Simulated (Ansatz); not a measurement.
`F[CH2][AlH][F]` + `N[SiH3]` → `[F][AlH][NH][SiH3]` + fluoromethane at 600 K and 1 bar (ligand exchange at the Al–C bond).

Program: Ansatz. Geometries: PBE0-D4/def2-TZVP. ΔE: electronic, gas phase. CBS: MP2 limit from def2 TZ/QZ plus the TZ coupled-cluster correction, frozen cores. This one scheme is used for every species. Each species was taken in one conformer, which may not be the lowest.

```
             species  CCSD(T)/CBS energy (Eh)  H − E (kJ/mol)  S (J/(mol·K))
    `F[CH2][AlH][F]`               -481.50843           146.5          384.3
           `N[SiH3]`               -346.80422           170.6          320.8
`[F][AlH][NH][SiH3]`               -688.73064           191.6          424.6
                `CF`               -139.63461           127.6          254.6
```

H − E and S are ideal-gas, rigid-rotor, harmonic terms from PBE0-D4/def2-TZVP, for one conformer and one mirror image of each species. 1 Eh = 2625.50 kJ/mol, R = 8.31446 J/(mol·K).

Q: By hand: ΔE, ΔH, ΔS and ΔG.

A: ΔE = (-688.73064) + (-139.63461) − (-481.50843) − (-346.80422) = -0.05260 Eh = -138.1 kJ/mol. Δ(H − E) = 191.6 + 127.6 − 146.5 − 170.6 = 2.1, so ΔH = -136.0 kJ/mol. ΔS = 424.6 + 254.6 − 384.3 − 320.8 = -25.9 J/(mol·K). ΔG = -136.0 − 600 × (-25.9)/1000 = -120.5 kJ/mol.

Q: By hand: the equilibrium constant, and the temperature at which ΔG would vanish if ΔH and ΔS stayed fixed.

A: log₁₀ K = −ΔG/(RT ln 10) = 10.5. ΔG = 0 at ΔH/ΔS = 5251 K, far beyond where these terms or the molecules hold.

ΔH outweighs TΔS. A doubt of 5 kJ/mol in ΔE shifts log₁₀ K by 0.4 here. Other conformers and mirror images would add mixing entropy, several J/(mol·K) or more a flexible species. These are equilibria of isolated gas molecules and say nothing of rates. Largest T1 diagnostic: 0.012 (customary marks: 0.02 for closed shells, 0.045 for open ones).
